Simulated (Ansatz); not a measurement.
```yaml
crystal:
  periodic: [false, false, false]
  atoms:
    - {symbol: C, position_ang: [-1.429786, 1.255292, 0.050484]}
    - {symbol: O, position_ang: [-0.354373, 0.966718, 0.914713]}
    - {symbol: Si, position_ang: [0.900732, -0.020939, 0.522213]}
    - {symbol: O, position_ang: [1.798238, 0.560065, -0.741060]}
    - {symbol: Ga, position_ang: [0.220319, -2.202688, -0.284771]}
    - {symbol: H, position_ang: [-2.236016, 1.695502, 0.639778]}
    - {symbol: H, position_ang: [-1.131688, 1.968799, -0.724038]}
    - {symbol: H, position_ang: [-1.810751, 0.352123, -0.441233]}
    - {symbol: H, position_ang: [1.711932, -0.014190, 1.770502]}
    - {symbol: H, position_ang: [2.331857, 1.342516, -0.586752]}
    - {symbol: H, position_ang: [-1.109055, -2.427958, -1.101646]}
    - {symbol: H, position_ang: [1.108590, -3.475252, -0.018210]}
basis:
  gaussian: {orbitals: cc-pVDZ, final_grid: {core_spheres: 1, valence_spheres: 1, degree: 5}}
total_charge: 1
magnetization: {spin_polarized: true, initial_magnetization: 1}
hamiltonian: {xc: {name: wB97M-V}}
```

```sh
$ ansatz run in.yaml --threads 2 --pin off --events-out ev --progress --plain --max-ram 32768MiB --backend cpu
```

Output, abridged:

```
Functional definition: wB97M-V
1192 factors; integrals over basis functions are off by at most 1.2e-3 eV
373 factors; integrals over basis functions are off by at most 5.2e-6 eV
mean field evaluation 1: about -65473.8339 eV, gradient 5.6e1 eV
mean field evaluation 2: about -65457.5305 eV, gradient 8.3e1 eV
mean field evaluation 4: about -65486.1899 eV, gradient 6.2e0 eV
mean field evaluation 8: about -65457.0309 eV, gradient 1.0e1 eV
mean field evaluation 16: about -65457.5615 eV, gradient 9.5e-2 eV
mean field -65457.56280052 eV, -2405.5210641895 hartree, gradient 2.9e-5 eV, S^2 0.761427; 4 other end points of the search recorded, 0 dependent functions left out
reference -65457.56296923 eV, -2405.5210703896 hartree; 37, 36 occupied and 85, 86 virtual orbitals, 1192 factors
Total energy: -65457.56296923 eV, -2405.5210703896 hartree
```

In this input the integration grid is far too coarse. Self-consistency was reached. The result belongs to that input, not to the molecule as meant.
